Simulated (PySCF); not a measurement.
## Ionisation energy of Xe by level of theory

Xe [Xe] → Xe⁺ [Kr] 4d10 5s2 5p5 [5p1/2^2 5p3/2^3, M_J = 3/2], as a difference of total energies. Calculation: PySCF 2.14, in x2c-SVPall-2c with one added diffuse shell each of s, p type (7s9p4d, 54 functions); the two-component X2C-1e Hamiltonian. Correlated levels: [Ar] 3d10 frozen; the 6 highest virtual spinors dropped. "Screened" scales the spin-orbit matrix elements by Boettger's factors to mimic the two-electron term; Breit and QED terms are absent.

```
                    method  ionisation energy (eV)  error (eV)
           GHF (spin-free)                  11.692      -0.438
          GMP2 (spin-free)                  12.304      +0.174
 GHF (screened spin-orbit)                  11.269      -0.861
GMP2 (screened spin-orbit)                  11.892      -0.238
```

Reference: 12.130 eV (measured; NIST Atomic Spectra Database, ionization energies).

The spin-free rows lack the spin-orbit shift.

Errors of the correlated levels include the incompleteness of this basis and the frozen core.
